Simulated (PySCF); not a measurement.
CrFO$_{2}$, doublet, at a GFN2-xTB geometry (such geometries of metal compounds can be far from the true shape) (the multiplicity is a formal guess); DF-PBE/pcseg-2 run with PySCF.

Input for PySCF:
```python
from pyscf import gto, scf, dft

mol = gto.Mole()
mol.atom = '''
    Cr    0.02076939   -0.01910847    0.01855706
    O     1.47023574   -0.30501994   -0.40978795
    O    -0.42309097   -0.65838513    1.34539195
    F    -0.98618039    0.90731598   -0.88113348
'''
mol.basis = 'pcseg-2'
mol.spin = 1
mol.verbose = 4
mol.build()

mf = dft.UKS(mol)
mf.xc = 'pbe'
mf = mf.density_fit(auxbasis='def2-universal-jkfit')
mf.kernel()
```

Output, abridged:

```
PySCF version 2.14.0

[INPUT] verbose = 4
[INPUT] num. atoms = 4
[INPUT] num. electrons = 49
[INPUT] charge = 0
[INPUT] spin (= nelec alpha-beta = 2S) = 1
[INPUT] symmetry False subgroup None
[INPUT] Mole.unit = angstrom
[INPUT] Symbol           X                Y                Z      unit          X                Y                Z       unit  Magmom
[INPUT]  1 Cr     0.020769390000  -0.019108470000   0.018557060000 AA    0.039248458874  -0.036109774959   0.035067761077 Bohr   0.0
[INPUT]  2 O      1.470235740000  -0.305019940000  -0.409787950000 AA    2.778342887147  -0.576404149131  -0.774386994647 Bohr   0.0
[INPUT]  3 O     -0.423090970000  -0.658385130000   1.345391950000 AA   -0.799526059077  -1.244167580186   2.542422315695 Bohr   0.0
[INPUT]  4 F     -0.986180390000   0.907315980000  -0.881133480000 AA   -1.863610846517   1.714578710641  -1.665100956385 Bohr   0.0

nuclear repulsion = 242.31342768834
number of shells = 17
number of NR pGTOs = 262
number of NR cGTOs = 146
basis = pcseg-2
ecp = {}

******** <class 'pyscf.df.df_jk.DFUKS'> ********
method = DFUKS
initial guess = minao
damping factor = 0
level_shift factor = 0
DIIS = <class 'pyscf.scf.diis.CDIIS'>
diis_start_cycle = 1
diis_space = 8
diis_damp = 0
SCF conv_tol = 1e-09
SCF conv_tol_grad = None
SCF max_cycles = 50
direct_scf = False
number electrons alpha = 25  beta = 24
XC library pyscf.dft.libxc version 7.1.2
    S. Lehtola, C. Steigemann, M. J. T. Oliveira, and M. A. L. Marques,  SoftwareX 7, 1–5 (2018)
XC functionals = pbe
    J. P. Perdew, K. Burke, and M. Ernzerhof,  Phys. Rev. Lett. 77, 3865 (1996)
    J. P. Perdew, K. Burke, and M. Ernzerhof,  Phys. Rev. Lett. 78, 1396 (1997)
    J. P. Perdew, K. Burke, and M. Ernzerhof,  Phys. Rev. Lett. 77, 3865 (1996)
    J. P. Perdew, K. Burke, and M. Ernzerhof,  Phys. Rev. Lett. 78, 1396 (1997)
radial grids:
    Treutler-Ahlrichs [JCP 102, 346 (1995); DOI:10.1063/1.469408] (M4) radial grids

becke partition: Becke, JCP 88, 2547 (1988); DOI:10.1063/1.454033
pruning grids: <function nwchem_prune>
grids dens level: 3
symmetrized grids: False
atomic radii adjust function: <function treutler_atomic_radii_adjust>
small_rho_cutoff = 0
Set gradient conv threshold to 3.16228e-05
tot grids = 63336
init E= -1294.68244948806

cycle= 1 E= -1294.35577491588  delta_E= 0.327  |g|= 0.726  |ddm|= 1.99
cycle= 2 E= -1287.22760937435  delta_E= 7.13  |g|= 4.83  |ddm|=    2
cycle= 3 E= -1294.35394846339  delta_E= -7.13  |g|= 0.711  |ddm|= 1.92
cycle= 4 E= -1294.51111133541  delta_E= -0.157  |g|= 0.225  |ddm|= 0.548
cycle= 5 E= -1294.52422126147  delta_E= -0.0131  |g|= 0.0554  |ddm|= 0.0838
cycle= 6 E= -1294.52472092436  delta_E= -0.0005  |g|= 0.0354  |ddm|= 0.0342
cycle= 7 E= -1294.5251703346  delta_E= -0.000449  |g|= 0.00606  |ddm|= 0.0209
cycle= 8 E= -1294.52518794838  delta_E= -1.76e-05  |g|= 0.00135  |ddm|= 0.00456
cycle= 9 E= -1294.52518825829  delta_E= -3.1e-07  |g|= 0.00303  |ddm|= 0.00368
cycle= 10 E= -1294.52519127182  delta_E= -3.01e-06  |g|= 0.00145  |ddm|= 0.00207
cycle= 11 E= -1294.52519275807  delta_E= -1.49e-06  |g|= 0.000116  |ddm|= 0.00245
cycle= 12 E= -1294.5251927632  delta_E= -5.14e-09  |g|= 6.47e-05  |ddm|= 0.000154
cycle= 13 E= -1294.52519276452  delta_E= -1.32e-09  |g|= 1.13e-05  |ddm|= 4.38e-05
cycle= 14 E= -1294.52519276458  delta_E= -5.57e-11  |g|= 4.55e-06  |ddm|= 1.32e-05
Extra cycle  E= -1294.52519276429  delta_E= 2.92e-10  |g|= 3.3e-05  |ddm|= 1.27e-05
converged SCF energy = -1294.52519276429  <S^2> = 0.75882678  2S+1 = 2.0088074
```
